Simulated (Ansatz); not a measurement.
The same path of H3P + H4Sn (9 atoms, charge 0, multiplicity 1) was run twice with different band settings. Lost on the way: Sn1–H2, P6–H9. Made: Sn1–P6, H2–H9.

The calculation used RKS BHLYP-D4/def2-SVP (Ansatz 0.2.0).

Relaxed end points:

```xyz
9
Properties=species:S:1:pos:R:3
Sn 0.496 -0.091 -0.204
H 0.811 -0.222 1.466
H 1.951 0.200 -1.043
H -0.587 1.196 -0.471
H -0.198 -1.543 -0.765
P -3.373 0.235 1.538
H -2.901 -0.649 0.538
H -3.792 -0.809 2.401
H -2.108 0.372 2.159
```

```xyz
9
Properties=species:S:1:pos:R:3
Sn -0.593 -0.155 -0.630
H 0.188 0.228 3.338
H 0.868 0.033 0.229
H -0.719 1.071 -1.810
H -0.606 -1.681 -1.395
P -2.512 0.115 0.988
H -3.491 -0.309 0.054
H -2.348 -1.174 1.554
H -0.487 0.560 3.291
```

Common settings: spring 5.0 eV/Å²; optimiser quadratic models (default); start path through a guess of the saddle point; force threshold 0.05 eV/Å; iteration limit 60; end points relaxed.

| run | movable images | climbing image |
| --- | --- | --- |
| 1 | 7 | yes |
| 2 | 2 | no |

Task: What does each run give, and how far can it be trusted?

Result: Run 1: converged after 32 iterations, highest image 3.059 eV above the first end. Neighbouring images differ by up to 3.0 eV, so the band resolves the path poorly. A vibrational analysis at the climbing image gives one clearly imaginary mode, 1804i cm⁻¹: a first-order saddle point.
Run 2: converged after 28 iterations, highest image 0.130 eV above the first end. No image climbed, so the highest image needn't sit at the top of the path. A band with more images between the same ends climbed to 3.06 eV, so this one has probably stepped over the top. So few images can step over the top or miss a turn of the path.
The orbitals stay closed-shell, which can raise the energy where a bond breaks towards radicals; this wasn't checked here.
